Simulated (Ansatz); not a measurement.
Isolated molecules relaxed with PBE0-D4/def2-TZVP in Ansatz; ΔE leaves out vibrations. CCSD(T)/CBS is the MP2 limit (def2-TZVPP, def2-QZVPP) plus CCSD(T) − MP2 in def2-TZVPP, frozen cores. This one scheme is used for every species. Elements past krypton have def2 core potentials. For Cd outer-core shells are correlated without core-valence functions, which leaves a few kJ/mol of doubt a bond. One conformer a species, not always the lowest.

`[Cl][Cd][Cl]` + CH₃OH → `C[O][Cd][Cl]` + HCl  (ligand exchange at a Cd–Cl bond)

`[Cl][Cd][Cl]`:

Z-matrix (Å, degrees):
```
Cd
Cl 1 2.264
Cl 1 2.264 2 180.0
```

CH₃OH:

Cartesian coordinates in Å:
```
C -0.048 0.259 0.240
O 0.196 -1.049 -0.225
H -0.041 0.218 1.329
H -1.026 0.641 -0.080
H 0.727 0.968 -0.080
H 0.192 -1.037 -1.184
```

`C[O][Cd][Cl]`:

```xyz
7

C    -0.692    0.549   -0.768
O    -0.298   -0.730   -0.355
Cd    0.992   -1.019    1.095
Cl    2.462   -1.516    2.744
H    -1.187    1.128    0.024
H     0.139    1.155   -1.156
H    -1.416    0.432   -1.584
```

HCl:

Cartesian coordinates in Å:
```
Cl 0.406 -0.244 -0.430
H -0.406 0.244 0.430
```

```tsv
species	HF/def2-TZVPP energy (Eh)
`[Cl][Cd][Cl]`	-1086.00053
CH₃OH	-115.09501
`C[O][Cd][Cl]`	-740.93886
HCl	-460.09908
```

Q: Work out ΔE.

A: ΔE = (-740.93886) + (-460.09908) − (-1086.00053) − (-115.09501) = 0.05760 Eh = +151.2 kJ/mol. CCSD(T)/CBS gives +124.1 kJ/mol.

Q: What do rigid-rotor, harmonic-oscillator terms from PBE0-D4/def2-TZVP frequencies (298.15 K, 1 bar) make of the CCSD(T)/CBS value? (Best estimate.)

A: Computed: ΔZPE = -12.4 kJ/mol, ΔH = +113.4 kJ/mol, ΔS = 4 J/(mol·K), ΔG = +112.2 kJ/mol.

Largest T1 diagnostic among the species: 0.016.

From BLYP to BHLYP (50 % exact exchange), in def2-TZVPP and without D4, ΔE moves by +25.2 kJ/mol. Leaving LDA and LC-ωPBE aside and taking each functional with its dispersion term where it has one, the values, not all of them listed here, spread over 27.2 kJ/mol, from BLYP-D4 to BHLYP-D4.
